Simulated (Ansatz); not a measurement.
Breaking the Ge1–H2 bond in GeH (multiplicity 2 held). Energies count from the point at 1.606 Å.


R- and RO- levels are restricted; in cc, def2 and unpolarised 6-31G sets they are followed outwards from rest.

Cores are frozen in the correlated methods. Filled d and f shells under p-block atoms count as core.

Codes used: Ansatz (an electronic-structure program). Values without a source in brackets are computed.

Q: One of these levels gives 245.7 kJ/mol for the energy at R = 6.425 Å. Which?
A. RO-HF/cc-pVDZ
B. RO-SCS-MP2/cc-pVDZ
C. RO-MP2/cc-pVDZ

A: B, RO-SCS-MP2/cc-pVDZ. The others give 652.3 (RO-HF/cc-pVDZ), 313.6 (RO-MP2/cc-pVDZ)

Doubts at one or more of the structures used: a restricted determinant that unrestricted orbitals would lower (RO-HF/cc-pVDZ, RO-MP2/cc-pVDZ, RO-SCS-MP2/cc-pVDZ).
